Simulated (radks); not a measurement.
Valence configurations of Pr (all share [Xe]). Calculated with a radial shooting solver on a logarithmic mesh with Libxc functionals: Dirac Kohn-Sham, PBEsol, spin-unpolarised, spherical densities, point nucleus; open shells fill j = l - 1/2 first. Energies are relative to 4f3 6s2; eigenvalues in eV.

| valence | E (eV) | e(4f5/2) | e(5d3/2) | e(6p1/2) | e(6s1/2) |
|---|---|---|---|---|---|
| 4f3 6s2 | 0.000 | -1.368 | - | - | -3.475 |
| 4f1 5d2 6s2 | 6.831 | -12.446 | -4.124 | - | -4.059 |
| 4f2.5 5d0.5 6s2 | 0.060 | -3.663 | -2.598 | - | -3.654 |
| 4f3 6s1 6p1 | 2.161 | -2.390 | - | -1.841 | -4.037 |
| 4f4.5 5d0.5 | 6.036 | -0.318 | -2.826 | - | - |
| 4f3 5d0.5 6s1.5 | 0.716 | -0.739 | -1.726 | - | -3.230 |
| 4f5 | 7.371 | -0.361 | - | - | - |
| 4f2 6s2 6p1 | 3.338 | -9.369 | - | -2.292 | -4.987 |
| 4f3 6s1.5 6p0.5 | 1.072 | -1.888 | - | -1.608 | -3.769 |

NIST lists [Xe] 4f3 6s2 as the ground configuration; this level of theory agrees among the configurations tried. The energies are those of spherical spin-averaged densities, not of single terms. No valid solution was reached for [Xe] 4f4 6s1.
